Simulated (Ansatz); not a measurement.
PbF3⁻. The state is a triplet with charge -1. Geometry r2SCAN-D4/def2-TZVPD; atoms count from 1.

Cartesian coordinates in Å:
```
Pb 0.000 -0.001 -0.002
F 0.979 0.670 1.804
F -1.941 0.790 -0.530
F 0.963 -1.459 -1.273
```

In the def2 sets Pb takes a core potential; there is no spin–orbit coupling. The highest occupied level of the charge -1 triplet lies above zero (up to 0.30 eV). The electron is either unbound and held by the finite basis, or the level is raised by self-interaction error. At PBE0-D4/def2-TZVPD a singlet of charge -1 lies 3.59 eV below the triplet, each at its own geometry. The structure comes from a short search, and lower isomers may exist.

Estimate the Mulliken populations from the PBE0/def2-TZVPD orbitals of Ansatz.


```tsv
atom	charge (e)	spin (α − β)
Pb1	0.71	1.55
F2	-0.57	0.15
F3	-0.57	0.15
F4	-0.57	0.15
```
Mulliken values depend strongly on the basis. With diffuse functions, as here, like atoms can get unlike values, and bond orders can come out too low or too high.

Where does the spin sit?

Summed by element: Pb 1.55, F 0.45, of 2 unpaired in all. Largest on single atoms: Pb1 1.55, F4 0.15, F3 0.15.

And the Mayer bond orders between heavy atoms (over 0.3)?

Pb1–F2 0.32 (2.16 Å); Pb1–F3 0.32 (2.16 Å); Pb1–F4 0.32 (2.16 Å).
